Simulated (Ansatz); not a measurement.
```yaml
crystal:
  periodic: [false, false, false]
  atoms:
    - {symbol: Nb, position_ang: [-0.113143, -0.596612, 1.879694]}
    - {symbol: Nb, position_ang: [-1.752804, 0.507232, -1.047406]}
    - {symbol: Nb, position_ang: [1.037958, -1.396412, -1.661148]}
    - {symbol: O, position_ang: [-1.284467, 2.520691, -1.474460]}
    - {symbol: O, position_ang: [2.297393, 0.161021, -2.307626]}
    - {symbol: O, position_ang: [1.317829, -2.069176, 0.630967]}
    - {symbol: O, position_ang: [-2.369096, -0.193521, 1.219039]}
    - {symbol: O, position_ang: [0.866343, 1.066790, 2.760952]}
basis:
  gaussian: {orbitals: def2-SVP}
magnetization: {spin_polarized: true, initial_magnetization: 1}
hamiltonian: {xc: {name: revPBE0}}
scf: {lower_state_search: off}
output: {forces: true}
```

```sh
$ ansatz run in.yaml --threads 2 --pin off --events-out ev --progress --plain --max-ram 32768MiB --backend cpu
```

Shortened log:

```
Functional definition: revPBE0
1611 factors; integrals over basis functions are off by at most 5.0e-4 eV
mean field evaluation 1: about -14801.0806 eV, gradient 1.1e2 eV
mean field evaluation 2: about -13463.7322 eV, gradient 3.8e2 eV
mean field evaluation 4: about -14133.7574 eV, gradient 2.9e2 eV
mean field evaluation 8: about -14838.2364 eV, gradient 6.7e1 eV
mean field evaluation 16: about -14865.8095 eV, gradient 1.3e-1 eV
mean field -14865.81066451 eV, -546.3084655122 hartree, gradient 3.0e-6 eV, S^2 2.877543; 0 other end points of the search recorded, 0 dependent functions left out
reference -14865.81073755 eV, -546.3084681966 hartree; 40, 39 occupied and 123, 124 virtual orbitals, 1611 factors
Total energy: -14865.81073755 eV, -546.3084681966 hartree
Atom 0 at    -0.113143    -0.596612     1.879694 Å, force     1.668340     3.820212    -1.227392 eV/Å
Atom 1 at    -1.752804     0.507232    -1.047406 Å, force     1.801902     5.304628     2.431085 eV/Å
Atom 2 at     1.037958    -1.396412    -1.661148 Å, force     4.215511     5.648534     2.439246 eV/Å
Atom 3 at    -1.284467     2.520691    -1.474460 Å, force    -1.700762    -7.233321     1.409193 eV/Å
Atom 4 at     2.297393     0.161021    -2.307626 Å, force    -4.722966    -5.884155     2.196301 eV/Å
Atom 5 at     1.317829    -2.069176     0.630967 Å, force    -3.209255     3.607656    -1.834376 eV/Å
Atom 6 at    -2.369096    -0.193521     1.219039 Å, force     5.216991     0.300576    -2.603158 eV/Å
Atom 7 at     0.866343     1.066790     2.760952 Å, force    -3.269761    -5.564131    -2.810898 eV/Å
Dipole moment:    -0.941254    -1.699936    -0.796749 e Å
Checks for a lower state left out: stability, starts, cluster_reference, orbital_swaps, neighbouring_geometries, increment
```

It took 19 s on 2 threads of AMD EPYC 7R13 on a shared host, peak host memory 0.66 GiB.

In the def2 sets Nb takes a core potential; there is no spin–orbit coupling. The charge 0 doublet is spin-contaminated (final ⟨S²⟩ up to 2.88, 0.75 for a pure state).
